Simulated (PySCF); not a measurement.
## Torsional scan of `CO[C@H]1C[C@@H](O)C1`, C5H10O2

Every point has one dihedral held and the rest relaxed. First point, dihedral C7–C3–O2–C1 = 0°. Geometry (Å), atoms numbered from 1 in this order:
```xyz
17

C    -1.687    1.357    1.091
O    -1.305    0.893   -0.179
C    -0.283   -0.075   -0.258
C     1.086    0.416   -0.782
C     1.767   -0.510    0.243
O     2.873   -0.034    0.946
C     0.422   -0.637    0.991
H    -2.004    0.538    1.746
H    -0.892    1.930    1.585
H    -2.534    2.019    0.915
H    -0.672   -0.886   -0.885
H     1.302    0.247   -1.833
H     1.242    1.468   -0.548
H     2.088   -1.456   -0.196
H     2.659    0.828    1.323
H     0.124   -1.631    1.315
H     0.387    0.041    1.842
```

Method: GIAO PBE0/pcSseg-1 magnetisability, rotational g tensor and spin-rotation constants, non-relativistic, gas phase in PySCF. Geometry: GFN2-xTB, dihedral held.

Problem. How does the isotropic susceptibility follow that dihedral, the rest relaxed?

Solution. 
| dihedral (°) | χ, cgs (10⁻⁶ cm³/mol) | magnetisability anisotropy (10⁻³⁰ J/T²) |
| --- | --- | --- |
| 0 | -66.5 | 115 |
| 45 | -67.3 | 89 |
| 90 | -66.9 | 96 |
| 135 | -66.7 | 158 |
| 180 | -66.9 | 191 |
| 225 | -66.2 | 270 |
| 270 | -66.6 | 213 |
| 315 | -67.2 | 172 |
